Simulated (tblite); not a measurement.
Compound: C9H9 (doublet state).
SMILES with atom numbers: `[CH2:1]=[C:2]([CH3:3])[c:4]1[c:5][cH:6][cH:7][cH:8][cH:9]1` (hydrogens: H10, H11 on C1; H12, H13, H14 on C3; H15 on C6; H16 on C7; H17 on C8; H18 on C9)

Structure used (GFN2-xTB), in Å, numbered top down from 1:
```
atom  x, y, z in Å
C1    -1.9659   -1.5370   -0.2342
C2    -1.4433   -0.3152   -0.2354
C3    -2.2704    0.9092   -0.4910
C4    -0.0258   -0.0482    0.0364
C5     0.3961    1.1603    0.5365
C6     1.6808    1.5028    0.8216
C7     2.6697    0.5503    0.5774
C8     2.3098   -0.6825    0.0604
C9     0.9888   -0.9858   -0.2077
H10   -3.0129   -1.6993   -0.4268
H11   -1.3820   -2.4163   -0.0241
H12   -1.9335    1.4033   -1.4019
H13   -3.3233    0.6603   -0.5923
H14   -2.1417    1.6138    0.3299
H15    1.9394    2.4717    1.2222
H16    3.7035    0.7824    0.7882
H17    3.0755   -1.4186   -0.1411
H18    0.7264   -1.9451   -0.6297
```

Calculated harmonic vibrations of the isolated species, GFN2-xTB (tblite), most abundant isotopes, no scaling. Errors from tens to a few hundred cm⁻¹ against measured bands are possible. One conformer, not necessarily the lowest. Open shells enter through the occupations alone, without spin polarisation, and single modes of such species can be off by tens of per cent.

Harmonic wavenumbers (cm⁻¹): 46.4, 118.3, 132.6, 187.7, 322.1, 345.9, 381.6, 462.3, 498.3, 529.9, 581.8, 619.9, 702.8, 745.5, 760.1, 843.1, 884.2, 889.7, 904.9, 933.6, 955.3, 1012.0, 1038.8, 1075.8, 1130.9, 1135.3, 1163.8, 1209.9, 1283.1, 1303.2, 1392.0, 1393.7, 1419.5, 1443.2, 1465.2, 1482.3, 1518.3, 1605.4, 1693.2, 3003.0, 3017.9, 3047.1, 3060.4, 3066.6, 3072.2, 3080.0, 3107.0, 3129.6.

A = 3754, B = 1231, C = 953.9 MHz; mass 117.070 u (most abundant isotopes); point group C1, symmetry number 1; spin multiplicity 2.

Task: Zero-point energy?

Result: Half the sum of the wavenumbers: 31598 cm⁻¹ = 90.34 kcal/mol.

Task: Entropy at 200 K, 1 bar (ideal gas, RRHO, classical rotation)?

Result: Translation 38.23, rotation 27.49, vibration 13.54, spin (R ln 2) 1.38: S = 80.6 cal/(mol K).

Task: And Cp and H(200 K) − H(0)?

Result: Cp = 24.27 cal/(mol K), of which vibrations give 16.32 (their classical limit is 48 R = 95.4); H(200 K) − H(0) = 3.10 kcal/mol without the zero-point energy, 1.51 from vibrations.

Task: What must be added to the electronic energy to get the Gibbs energy at 200 K and 1 bar?

Result: ZPE + [H(200 K) − H(0)] − T·S = 90.34 + 3.10 − 16.13 = 77.31 kcal/mol.

Task: Which modes carry the vibrational entropy at 200 K?

Result: 46.4 cm⁻¹: 4.18; 118.3 cm⁻¹: 2.37; 132.6 cm⁻¹: 2.15; 187.7 cm⁻¹: 1.53; 322.1 cm⁻¹: 0.71; 345.9 cm⁻¹: 0.62 cal/(mol K); the other 42 give 1.97 together.

Task: How do the functions run with temperature in this model?

Result: 
```json
{"T (K)": "100", "S (cal/(mol K))": "67.4", "Cp (cal/(mol K))": "15.4", "H − H(0) (kcal/mol)": "1.14", "G − H(0) (kcal/mol)": "-5.60", "ln q(vib)": "1.17"}
{"T (K)": "300", "S (cal/(mol K))": "92.4", "Cp (cal/(mol K))": "34.6", "H − H(0) (kcal/mol)": "6.04", "G − H(0) (kcal/mol)": "-21.68", "ln q(vib)": "4.98"}
{"T (K)": "500", "S (cal/(mol K))": "114.7", "Cp (cal/(mol K))": "53.2", "H − H(0) (kcal/mol)": "14.93", "G − H(0) (kcal/mol)": "-42.42", "ln q(vib)": "9.26"}
{"T (K)": "800", "S (cal/(mol K))": "143.9", "Cp (cal/(mol K))": "70.6", "H − H(0) (kcal/mol)": "33.76", "G − H(0) (kcal/mol)": "-81.35", "ln q(vib)": "15.86"}
{"T (K)": "1000", "S (cal/(mol K))": "160.5", "Cp (cal/(mol K))": "78.0", "H − H(0) (kcal/mol)": "48.66", "G − H(0) (kcal/mol)": "-111.82", "ln q(vib)": "20.07"}
```

q(vib) and H(0) count from the zero-point level.

Task: Blend soft modes into free rotors: weight 1/[1 + (100 cm⁻¹/ν̃)⁴] for the oscillator and the rest for a rotor with moment μB/(μ + B), μ = h/(8π²ν), B = 10⁻⁴⁴ kg m². What vibrational entropy results?

Result: 12.64 cal/(mol K) in place of 13.54, which changes −T·S at 200 K by +0.18 kcal/mol.

Hindered rotation and anharmonicity are outside this model. Other conformers, if any are populated, would add a mixing term that is left out. The structure is chiral; the term R ln 2 for an equal mix with its mirror image is left out.

On Arm Neoverse V1, one thread, no GPU, on a shared host, this took 0.65 s wall. The figure is for the frequency step alone.
